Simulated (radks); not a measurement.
Results of a calculation; reference values are marked as such.
Problem. Coherent X-ray form factor from a spherical all-electron density. Level of theory: Dirac Kohn-Sham, XLYP, spin-unpolarised, spherical densities, point nucleus (a radial shooting solver on a logarithmic mesh with Libxc functionals).

sin(theta)/lambda (1/angstrom)  f0 (electrons)
0.05                                    32.620
0.1                                     31.556
0.15                                    30.007
0.2                                     28.211
0.25                                    26.371
0.3                                     24.613
0.4                                     21.507
0.5                                     18.874
0.6                                     16.547
0.8                                     12.620
1                                        9.766
1.25                                     7.588
1.5                                      6.395
2                                        5.067

The species is in the configuration that NIST lists as its ground one. Which atom or ion scatters so?

Solution. The krypton ion Kr3+, [Ar] 3d10 4s2 4p3. Extrapolating in s^2 from the first two rows gives f0(0) = 33.0, near the electron count 33; among species with that count, the fall with angle is slower the higher Z, and the table is that of Z = 36; from so few rows the species is fixed only to a neighbour or two.
